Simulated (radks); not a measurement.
Problem. Cs IV, 52 electrons, occupied as [Kr] 4d10 5s2 5p4 (the NIST ground configuration). Calculated with a radial shooting solver on a logarithmic mesh with Libxc functionals: Dirac Kohn-Sham, exchange-only PBE, spin-unpolarised, spherical densities, finite nucleus; open shells fill j = l - 1/2 first; Fermi nuclear charge, rms radius 4.8041 fm. Some entries of the table are withheld. Estimate them.

| orbital | occ. | eigenvalue (eV) | <1/r> (bohr^-1) | <r^2> (bohr^2) |
|---|---|---|---|---|
| 1s1/2 | 2 | -35798.64 | 59.40 | 0.0009251 |
| 2s1/2 | 2 | -5637.399 | 13.92 | 0.01477 |
| 2p1/2 | 2 | -5305.518 | 13.90 | 0.01088 |
| 2p3/2 | 4 | -4953.195 | 12.73 | 0.01216 |
| 3s1/2 | 2 | -1194.205 | 4.989 | 0.1021 |
| 3p1/2 | 2 | -1055.533 | 4.900 | 0.09688 |
| 3p3/2 | 4 | -988.0203 | 4.611 | 0.1047 |
| 3d3/2 | 4 | -744.2778 | 4.470 | 0.08709 |
| 3d5/2 | 6 | -729.9414 | 4.396 | 0.08935 |
| 4s1/2 | 2 | (1) | 2.036 | 0.5446 |
| 4p1/2 | 2 | -198.2022 | 1.929 | 0.5905 |
| 4p3/2 | 4 | -184.3994 | 1.835 | 0.6362 |
| 4d3/2 | 4 | (2) | 1.602 | 0.7988 |
| 4d5/2 | 6 | (3) | 1.579 | 0.8185 |
| 5s1/2 | 2 | -52.6003 | 0.7872 | 3.153 |
| 5p1/2 | 2 | (4) | 0.6943 | 3.992 |
| 5p3/2 | 2 | (5) | 0.6646 | 4.302 |

Solution. 
(1) 4s1/2 eigenvalue (eV): -247.9798
(2) 4d3/2 eigenvalue (eV): -103.4182
(3) 4d5/2 eigenvalue (eV): -101.1217
(4) 5p1/2 eigenvalue (eV): -39.6111
(5) 5p3/2 eigenvalue (eV): -37.6474
